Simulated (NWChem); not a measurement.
System: C3ClF3; SMILES FC(=C=C(F)Cl)F

Excerpt of the output:

```
             Northwest Computational Chemistry Package (NWChem) 7.3.0
             --------------------------------------------------------

                             Geometry "geometry" -> ""
                             -------------------------

 Output coordinates in angstroms (scale by  1.889725989 to convert to a.u.)

  No.       Tag          Charge          X              Y              Z
 ---- ---------------- ---------- -------------- -------------- --------------
    1 F                    9.0000     0.15558000     2.38896100    -1.08324900
    2 C                    6.0000     0.02828000     1.63817800     0.00000000
    3 F                    9.0000     0.15558000     2.38896100     1.08324900
    4 C                    6.0000    -0.19053200     0.35562900     0.00000000
    5 C                    6.0000    -0.38912600    -0.92782100     0.00000000
    6 F                    9.0000    -1.59440700    -1.49944800     0.00000000
    7 Cl                  17.0000     0.86932600    -2.13224200     0.00000000

 Effective nuclear repulsion energy (a.u.)     332.7528742586

  pbe96 is a nonlocal functional; adding pw91lda local functional.

                                 NWChem DFT Module
                                 -----------------

 Summary of "ao basis" -> "ao basis" (spherical)
 ------------------------------------------------------------------------------
       Tag                 Description            Shells   Functions and Types
 ---------------- ------------------------------  ------  ---------------------
 F                          def2-svp                 6       14   3s2p1d
 C                          def2-svp                 6       14   3s2p1d
 Cl                         def2-svp                 8       18   4s3p1d

 in cosmo_initialize ...
 calling solv_data for solv:h2o

 solvent parameters
 solvname_short: h2o
 solvname_long:  water
 dielec:       78.4000
 dielecinf:     1.7769
 aqueous SMD model solvent descriptors
 dielec:       78.4000
 sola:          0.8200

          ---------------
          -cosmo- solvent
          ---------------
 Cosmo: York-Karplus, doi: 10.1021/jp992097l
 dielectric constant -eps-     =  78.40
 screen = (eps-1)/(eps    )    =   0.98724
 surface charge correction     = lagrangian

   van der Waals surface
 --------------------------

[...]

                                COSMO-SMD solvation results
                                ---------------------------

             internal energy in gas <Psi(g)|H|Psi(g)> =      -872.901156077136
         internal energy in solvent <Psi(s)|H|Psi(s)> =      -872.901072616153
                               delta internal energy  =         0.000083460982 (    0.05 kcal/mol)
   total free energy in solvent <Psi(s)|H+V/2|Psi(s)> =      -872.902563044966
 polarization energy contribution <Psi(s)|V/2|Psi(s)> =        -0.001490428813 (   -0.94 kcal/mol)
    total free energy in solvent including G(SMD-CDS) =      -872.894634697966
                       G(SMD-CDS) energy contribution =         0.007928347000 (    4.98 kcal/mol)
     1 M fixed-concentration free energy of solvation =         0.006521379169 (    4.09 kcal/mol)

                       DFT Final Molecular Orbital Analysis
                       ------------------------------------

 Vector   29  Occ=2.000000D+00  E=-3.041886D-01
              MO Center=  6.2D-01, -1.8D+00,  2.0D-09, r^2= 2.1D+00
   Bfn.  Coefficient  Atom+Function         Bfn.  Coefficient  Atom+Function
  ----- ------------  ---------------      ----- ------------  ---------------
    95      0.461608  7 Cl px                92      0.362021  7 Cl px
    96      0.362284  7 Cl py                93      0.276804  7 Cl py
    89      0.208365  7 Cl px                74     -0.179744  6 F  px
    90      0.160668  7 Cl py                46      0.130637  4 C  px
    77      0.125619  6 F  px                49      0.100570  4 C  px

 Vector   30  Occ=2.000000D+00  E=-2.479951D-01
              MO Center= -2.8D-02, -5.2D-01, -4.6D-09, r^2= 3.0D+00
   Bfn.  Coefficient  Atom+Function         Bfn.  Coefficient  Atom+Function
  ----- ------------  ---------------      ----- ------------  ---------------
    48      0.418058  4 C  pz                97     -0.365330  7 Cl pz
    62      0.302231  5 C  pz                51      0.278384  4 C  pz
    94     -0.262276  7 Cl pz                76      0.207454  6 F  pz
    79     -0.155763  6 F  pz                91     -0.150656  7 Cl pz
     5      0.129384  1 F  py                33     -0.129384  3 F  py

 Vector   31  Occ=2.000000D+00  E=-2.467338D-01
              MO Center= -3.4D-03,  6.4D-01, -1.0D-09, r^2= 3.1D+00
   Bfn.  Coefficient  Atom+Function         Bfn.  Coefficient  Atom+Function
  ----- ------------  ---------------      ----- ------------  ---------------
    46      0.420079  4 C  px                18      0.337268  2 C  px
    49      0.300261  4 C  px                96     -0.232153  7 Cl py
     4      0.229212  1 F  px                32      0.229212  3 F  px
    93     -0.180363  7 Cl py                 7     -0.167225  1 F  px
    35     -0.167225  3 F  px                75     -0.127086  6 F  py

 Vector   32  Occ=0.000000D+00  E=-6.275398D-02
              MO Center= -2.2D-01, -1.7D-01,  1.5D-09, r^2= 2.8D+00
   Bfn.  Coefficient  Atom+Function         Bfn.  Coefficient  Atom+Function
  ----- ------------  ---------------      ----- ------------  ---------------
    62      0.531688  5 C  pz                65      0.491324  5 C  pz
    51     -0.386127  4 C  pz                48     -0.365052  4 C  pz
    97     -0.230060  7 Cl pz                20     -0.221349  2 C  pz
    76      0.202238  6 F  pz                23     -0.194480  2 C  pz
    79     -0.182517  6 F  pz                 5     -0.152404  1 F  py

[...]
```

Level: PBE/def2-SVP, SMD on the gas-phase geometry. All runs use the structure optimised with B3LYP/6-31G* (spherical d). Solvent: water.

**Question.** Reconstruct the input file.

**Answer.** This is not unique; one that fits is the input that was run:
```
start job
memory heap 200 mb stack 900 mb global 1100 mb
geometry units angstroms noautosym nocenter noautoz
  F      0.155580     2.388961    -1.083249
  C      0.028280     1.638178     0.000000
  F      0.155580     2.388961     1.083249
  C     -0.190532     0.355629     0.000000
  C     -0.389126    -0.927821     0.000000
  F     -1.594407    -1.499448     0.000000
  Cl     0.869326    -2.132242     0.000000
end
basis spherical
  * library def2-svp
end
dft
  xc xpbe96 cpbe96
  iterations 150
end
cosmo
  do_cosmo_smd true
  solvent water
end
task dft energy
```
